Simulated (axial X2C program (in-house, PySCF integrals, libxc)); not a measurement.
## Photoelectron levels of YP by EOM-IP-CCSD

Calculated with an in-house all-electron X2C program for linear molecules (integrals from PySCF): two-component X2C with atomic mean-field Coulomb and Gaunt terms, Gaussian nuclei, basis Y dyall-cv3z, P dyall-v3z with contracted cores.

R = 2.205 Å (0.960 times 2.297 Å, the PBE0 minimum at charge 0 for the lowest determinant).

Vertical ionisation energies of YP to the states of YP⁺:

| Ω of YP⁺ | vertical IE (eV) | above lowest (cm⁻¹) | ionised spinor | one-hole weight |
| --- | --- | --- | --- | --- |
| 1/2 | 6.726 | 0 | 53% P pσ, 19% Y sσ, 13% Y dσ | 0.92 |
| 3/2 | 6.942 | 1740 | 51% P pπ, 34% Y dπ, 8% Y pπ | 0.93 |
| 1/2 | 6.975 | 2008 | 52% P pπ, 33% Y dπ, 8% Y pπ | 0.93 |

Q: What is the splitting of the first π pair in the table, and is it regular or inverted?

A: E(3/2) − E(1/2) = 1740 − 2008 = -268 cm⁻¹ at EOM-IP-CCSD: inverted, Ω = 3/2 lower. Splittings at this level can be off by ten to twenty per cent.

This point took 11 s on 1 thread of Arm Neoverse V2, with other jobs on the host.

Reference electrons by ω block (each with its −ω partner): 1/2: 19, 3/2: 7, 5/2: 1. 16 electrons of YP correlated (inner shells frozen), 88 natural virtual spinors (a truncated set); levels can be off by some tenths of an eV. Roots sought by Ω: (1/2: 4, 3/2: 3, 5/2: 1); the list ends where they run out and leaves out roots under 60 % one-particle weight. The solver can skip a root, and states that need a further excitation, which the method places far too high, are missing though they may lie low or lowest. T1 of the reference 0.026 (Lee–Taylor). Number of frozen shells: Y 3 s, 2 p, 1 d; P 2 s, 1 p. Large amplitudes in the reference (orbital relaxation or multireference character) lower the reliability.
